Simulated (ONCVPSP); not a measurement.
## An all-electron radial function and its pseudo partner (arsenic)

Columns: radius, all-electron u(r) and pseudo u(r) of the 3p shell (level -133.73 eV) of arsenic in the configuration [Ne] 3s2 3p6 3d10 4s2 4p3; PW91, scalar-relativistic, ONCV scheme, ONCVPSP 4.0.1.

```tsv
r (bohr)	all-electron	pseudo
0.062	-0.5562	0.0527
0.125	-0.7059	0.2043
0.188	-0.3061	0.4276
0.250	0.2507	0.6805
0.312	0.7433	0.9268
0.375	1.0967	1.1361
0.438	1.2975	1.2804
0.500	1.3732	1.3495
0.562	1.3628	1.3503
0.625	1.2949	1.2941
0.688	1.1935	1.1984
0.750	1.0784	1.0834
0.812	0.9590	0.9620
0.875	0.8407	0.8416
0.938	0.7298	0.7297
1.000	0.6300	0.6298
1.062	0.5406	0.5404
1.125	0.4603	0.4601
1.188	0.3903	0.3901
1.250	0.3306	0.3305
1.312	0.2792	0.2791
1.375	0.2346	0.2345
1.438	0.1967	0.1966
1.500	0.1650	0.1649
1.562	0.1383	0.1382
1.625	0.1153	0.1153
```

Q: How many radial nodes do the two functions have?

A: The all-electron 3p function has n − l − 1 = 1; the pseudo-wave has 0, since the states of the same l below it are removed with the core.

Q: At about which radius was the pseudo-wave matched?

A: 1.05 bohr. The columns agree to 0.0005 from 0.94 bohr on; several derivatives are matched, so the curves merge somewhat inside the radius.

Q: Where does each function peak?

A: Outermost all-electron maximum near 0.50 bohr, pseudo maximum near 0.56 bohr (to the table’s step).

Q: Is the pseudo-wave norm-conserving?

A: Yes: the ONCV scheme keeps the norm inside the radius equal to the all-electron one, which fixes the energy derivative of the logarithmic derivative at the level.
